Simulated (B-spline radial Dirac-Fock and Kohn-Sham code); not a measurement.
Two-hole binding energies of Bi⁶⁺

System: Bi⁶⁺ in the configuration [Xe] 4f14 5d9.

Model: multi-electron Dirac-Fock with separately optimised hole states, Breit and Lamb-shift corrections added in first order. Program: a B-spline atomic structure program. U is the two-hole binding energy less the two single-hole energies, the effective repulsion of the holes after relaxation. Each two-hole energy is an average over J within one jj subconfiguration.

```tsv
holes	E(a) (eV)	E(b) (eV)	E(ab) (eV)	U (eV)
1s⁻¹ 2p1/2⁻¹	90609.8	15799.1	106919.1	510.2
1s⁻¹ 2p3/2⁻¹	90609.8	13506.1	104510.8	395.0
1s⁻¹ 3p1/2⁻¹	90609.8	3788.8	94555.0	156.4
1s⁻¹ 3p3/2⁻¹	90609.8	3270.1	94009.0	129.0
2s⁻²	16481.1	16481.1	33232.5	270.2
2s⁻¹ 2p1/2⁻¹	16481.1	15799.1	32540.0	259.8
2s⁻¹ 2p3/2⁻¹	16481.1	13506.1	30223.6	236.4
2p1/2⁻¹ 3s⁻¹	15799.1	4093.8	20005.9	112.9
3p1/2⁻²	3788.8	3788.8	?	?
3p1/2⁻¹ 3p3/2⁻¹	3788.8	3270.1	7137.3	78.3
3d3/2⁻²	2776.2	2776.2	5643.8	91.4
4f5/2⁻²	247.5	247.5	531.2	36.2
5p1/2⁻²	203.7	203.7	431.0	23.6
5p3/2⁻²	178.6	178.6	378.4	21.2
```

Task: Give the missing two-hole energy and U.

Result: E(ab) = 7668.6 eV and U = 90.9 eV.

Run: 36 s of CPU time on 1 thread of Intel(R) Xeon(R) 6975P-C (shared host), peak memory 0.57 GiB.

Values without a named source are computed, but for edge energies of neutral atoms, which are taken from tables.
